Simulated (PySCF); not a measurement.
CH₆GaNO₂. Atoms are numbered in the order given.

```xyz
11

Ga     0.0154     0.3764     0.0000
N      0.7435    -1.2830     0.0000
C      0.0004    -2.5301     0.0000
H      1.7508    -1.3993     0.0000
H      0.2115    -3.1512    -0.8919
H      0.2115    -3.1512     0.8919
H     -1.0803    -2.3224     0.0000
O     -1.7667     0.5020     0.0000
H     -2.0779     1.4159     0.0000
O      0.9416     1.9108     0.0000
H      1.9004     1.8007     0.0000
```

Geometry optimised at B3LYP-D3(BJ)/def2-SVP. Other conformers were not sampled.

The numbers are results of PBE0/pcSseg-1 run with PySCF, not measurements.

GIAO shieldings, no solvent; atoms listed in one row are averaged. δ = σ(ref) − σ: ¹⁵N against NH3 (σ = 267.4 ppm); ¹³C against TMS (σ = 186.3 ppm); ¹H against TMS (σ = 31.56 ppm); ¹⁷O against H2O (σ = 334.2 ppm), references at their B3LYP-D3(BJ)/def2-TZVP geometries, non-relativistic.

Computed chemical shifts:
```json
[
 {"nucleus": "¹⁵N", "atoms": "N2", "count": "1", "δ (ppm)": "31.0"},
 {"nucleus": "¹³C", "atoms": "C3", "count": "1", "δ (ppm)": "36.6"},
 {"nucleus": "¹H", "atoms": "H5, H6, H7", "count": "3", "δ (ppm)": "3.30"},
 {"nucleus": "¹H", "atoms": "H9", "count": "1", "δ (ppm)": "1.52"},
 {"nucleus": "¹H", "atoms": "H11", "count": "1", "δ (ppm)": "1.41"},
 {"nucleus": "¹H", "atoms": "H4", "count": "1", "δ (ppm)": "0.51"},
 {"nucleus": "¹⁷O", "atoms": "O10", "count": "1", "δ (ppm)": "28.2"},
 {"nucleus": "¹⁷O", "atoms": "O8", "count": "1", "δ (ppm)": "16.2"}
]
```
